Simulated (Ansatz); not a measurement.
Total energies of F$_{2}$H$_{6}$N$_{2}$SSi$_{2}$ (`N[Si@@H](F)S[Si@@H](N)F`).

Z-matrix (Å, degrees):
```
Si
F 1 1.602
S 1 2.127 2 106.9
N 1 1.689 2 114.5 3 116.9
H 1 1.474 2 106.0 3 -123.2
Si 3 2.127 1 99.7 2 -39.4
H 4 1.006 1 121.7 2 85.9
H 4 1.006 1 122.7 2 -73.7
N 6 1.689 3 105.9 1 -161.3
F 6 1.602 3 106.9 1 -38.8
H 6 1.474 3 115.0 1 78.5
H 9 1.006 6 122.7 3 43.7
H 9 1.006 6 121.7 3 -156.7
```

Total charge 0; spin multiplicity 1. All single points use the PBE0-D4/def2-TZVP geometry. It is one conformer, not always the lowest. Basis def2-TZVPP, Ansatz 0.2.0.

RPA on PBE orbitals: Hartree–Fock energy of these orbitals -1287.03817 Eh, correlation -2.11950 Eh (frozen core).

```json
{"functional": "LDA (SPW92)", "energy without D4 (Eh)": "-1284.56294", "D4 term (kJ/mol)": "–"}
{"functional": "PBE", "energy without D4 (Eh)": "-1289.62825", "D4 term (kJ/mol)": "-37.1"}
{"functional": "revPBE", "energy without D4 (Eh)": "-1290.11329", "D4 term (kJ/mol)": "-101.9"}
{"functional": "BLYP", "energy without D4 (Eh)": "-1290.35977", "D4 term (kJ/mol)": "-80.1"}
{"functional": "r2SCAN", "energy without D4 (Eh)": "-1290.21352", "D4 term (kJ/mol)": "-9.1"}
{"functional": "B97M-V", "energy without D4 (Eh)": "-1290.09268", "D4 term (kJ/mol)": "–"}
{"functional": "B3LYP", "energy without D4 (Eh)": "-1290.48743", "D4 term (kJ/mol)": "-60.2"}
{"functional": "BHLYP", "energy without D4 (Eh)": "-1290.29726", "D4 term (kJ/mol)": "-48.9"}
{"functional": "CAM-B3LYP", "energy without D4 (Eh)": "-1290.36585", "D4 term (kJ/mol)": "-32.5"}
{"functional": "ωB97X-V", "energy without D4 (Eh)": "-1290.17757", "D4 term (kJ/mol)": "–"}
```

Q: Give the same for PBE0, r2SCANh, r2SCAN0, HSE06 (plane-wave form), LC-ωPBE, ωB97M-V, B2PLYP, PBE-QIDH. (An estimate is asked.)

A: Computed: 
| functional | energy without D4 (Eh) | D4 term (kJ/mol) |
| --- | --- | --- |
| PBE0 | -1289.72811 | -31.6 |
| r2SCANh | -1290.19226 | -9.8 |
| r2SCAN0 | -1290.16206 | -10.8 |
| HSE06 (plane-wave form) | -1289.69401 | -29.7 |
| LC-ωPBE | -1289.96183 | – |
| ωB97M-V | -1290.28451 | – |
| B2PLYP | -1289.87678 | – |
| PBE-QIDH | -1289.44501 | – |

B3LYP takes the VWN-RPA correlation (the form of Gaussian; ORCA's B3LYP/G). HSE06 is the plane-wave form, built on full-range PBE exchange. The double hybrids freeze the cores in their second-order part.

LC-ωPBE has ω = 0.4 bohr⁻¹.
